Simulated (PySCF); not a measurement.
C4H11AlO.
SMILES with atom numbers: `[CH3:1][CH2:2][CH2:3][CH2:4][O:5][AlH2:6]` (hydrogens: H7, H8, H9 on C1; H10, H11 on C2; H12, H13 on C3; H14, H15 on C4; H16, H17 on Al6)

Geometry (PBE0-D3(BJ)/def2-SVP, Å), atoms numbered from 1 in this order:
```
atom  x, y, z in Å
C1    -1.4574    0.2610    0.9202
C2    -1.9149   -0.3738   -0.3888
C3    -0.9127   -0.3305   -1.5410
C4     0.3625   -1.1401   -1.3480
O5     1.2001   -0.6525   -0.3482
Al6    1.6309    0.8222    0.3845
H7    -2.2894    0.3531    1.6351
H8    -0.6752   -0.3357    1.4144
H9    -1.0777    1.2870    0.7535
H10   -2.1995   -1.4241   -0.1994
H11   -2.8390    0.1293   -0.7199
H12   -1.4095   -0.7045   -2.4527
H13   -0.6391    0.7190   -1.7584
H14    0.0918   -2.1857   -1.1026
H15    0.9080   -1.1813   -2.3104
H16    2.3834    0.6887    1.7693
H17    1.3625    2.2126   -0.3367
```

Computed at PBE0/pcSseg-1 (PySCF, non-relativistic), with Q(17O) = −0.0256 b, Q(27Al) = 0.1466 b: O5, 17O (I = 5/2): χzz = -10.05 MHz, η = 0.097; Al6, 27Al (I = 5/2): χzz = 42.78 MHz, η = 0.265.

Task: Find the zero-field quadrupole resonance frequencies of 17O at O5.

Result: From the eigenvalues of H = χ/[4I(2I − 1)] × [3Iz² − I(I + 1) + η(Ix² − Iy²)], steps between neighbouring levels, labelled as for η = 0: ±1/2↔±3/2 1.522 MHz, ±3/2↔±5/2 3.008 MHz (oxygen bonded to Al and C).

Task: Where would the pure quadrupole (NQR) lines of 27Al at Al6 fall for the rigid, isolated species?

Result: From the eigenvalues of H = χ/[4I(2I − 1)] × [3Iz² − I(I + 1) + η(Ix² − Iy²)], steps between neighbouring levels, labelled as for η = 0: ±1/2↔±3/2 6.889 MHz, ±3/2↔±5/2 12.66 MHz (aluminium bonded to O and 2 H).

In a crystal, neighbours and librations shift these lines. These gradients aren't converged with respect to the basis.

The run behind these numbers computed NMR shieldings as well. The run took 19 s on one thread, Arm Neoverse V1, no GPU, on a shared host.

One conformer stands for the species.
